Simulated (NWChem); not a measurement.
System: C$_{2}$H$_{4}$BBrO; SMILES C=CB(O)Br

```xyz
9

B      0.3187     0.5664     0.0016
Br    -0.1031    -1.3337     0.0004
C     -0.8274     1.6112     0.0034
C     -0.5728     2.9278    -0.0028
H     -1.8690     1.2728     0.0091
H     -1.3705     3.6784    -0.0023
H      0.4558     3.3041    -0.0087
O      1.6098     0.9471     0.0004
H      2.2304     0.2102    -0.0013
```
Atoms are numbered in this order, from 1.

Level: PBE0/def2-SVP (NWChem), optimised geometry, unscaled harmonic frequencies. This build's default masses of Se (78.918 u) and Br (79.917 u) are each other's, which moves their modes by up to 0.6 %.

### Question
List the harmonic frequencies with IR intensities, and the thermochemistry.

### Answer
```json
[
 {"frequency (cm⁻¹)": "75", "IR intensity (km/mol)": "1.3"},
 {"frequency (cm⁻¹)": "184", "IR intensity (km/mol)": "0.1"},
 {"frequency (cm⁻¹)": "297", "IR intensity (km/mol)": "5.8"},
 {"frequency (cm⁻¹)": "342", "IR intensity (km/mol)": "8.4"},
 {"frequency (cm⁻¹)": "399", "IR intensity (km/mol)": "1.7"},
 {"frequency (cm⁻¹)": "580", "IR intensity (km/mol)": "106.9"},
 {"frequency (cm⁻¹)": "636", "IR intensity (km/mol)": "40.3"},
 {"frequency (cm⁻¹)": "666", "IR intensity (km/mol)": "28.4"},
 {"frequency (cm⁻¹)": "898", "IR intensity (km/mol)": "114.0"},
 {"frequency (cm⁻¹)": "1016", "IR intensity (km/mol)": "30.8"},
 {"frequency (cm⁻¹)": "1029", "IR intensity (km/mol)": "5.8"},
 {"frequency (cm⁻¹)": "1050", "IR intensity (km/mol)": "11.8"},
 {"frequency (cm⁻¹)": "1119", "IR intensity (km/mol)": "365.0"},
 {"frequency (cm⁻¹)": "1299", "IR intensity (km/mol)": "18.8"},
 {"frequency (cm⁻¹)": "1396", "IR intensity (km/mol)": "138.3"},
 {"frequency (cm⁻¹)": "1449", "IR intensity (km/mol)": "118.1"},
 {"frequency (cm⁻¹)": "1695", "IR intensity (km/mol)": "70.5"},
 {"frequency (cm⁻¹)": "3151", "IR intensity (km/mol)": "10.3"},
 {"frequency (cm⁻¹)": "3192", "IR intensity (km/mol)": "1.5"},
 {"frequency (cm⁻¹)": "3252", "IR intensity (km/mol)": "3.2"},
 {"frequency (cm⁻¹)": "3901", "IR intensity (km/mol)": "119.7"}
]
```

| Property | Value |
|---|---|
| zero-point energy | 39.5 kcal/mol |
| thermal correction to the enthalpy at 298.15 K (with zero-point energy) | 43.8 kcal/mol |
| heat capacity Cv | 19.6 cal/(mol K) |
| entropy at 298.15 K and 1 atm (symmetry number 1) | 79.6 cal/(mol K) |
| dipole moment | 1.13 D |

Rigid rotor and harmonic oscillator; modes under 100 cm⁻¹ make the entropy uncertain.
